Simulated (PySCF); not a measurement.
Vertical excitations of a molecule C₄H₆Ge from TDA-PBE/def2-SVPD (PySCF), as energy in eV (oscillator strength): 4.54 (0.000), 5.44 (0.151), 5.72 (0.000), 5.94 (0.001), 6.10 (0.001), 6.12 (0.066), 6.35 (0.022), 6.43 (0.000), 6.55 (0.001), 6.59 (0.050). Lowest triplet (TDA): 3.31 eV. Geometry optimised at PBE0-D3(BJ)/def2-SVP. One conformer was computed; it need not be the lowest.

Problem. Pick the molecule that these values belong to.
A. C1=[CH][GeH2][CH]=C1
B. C#C/C=[CH]/[GeH3]
C. C#C[C](=C)[GeH3]

Solution. C, C#C[C](=C)[GeH3]
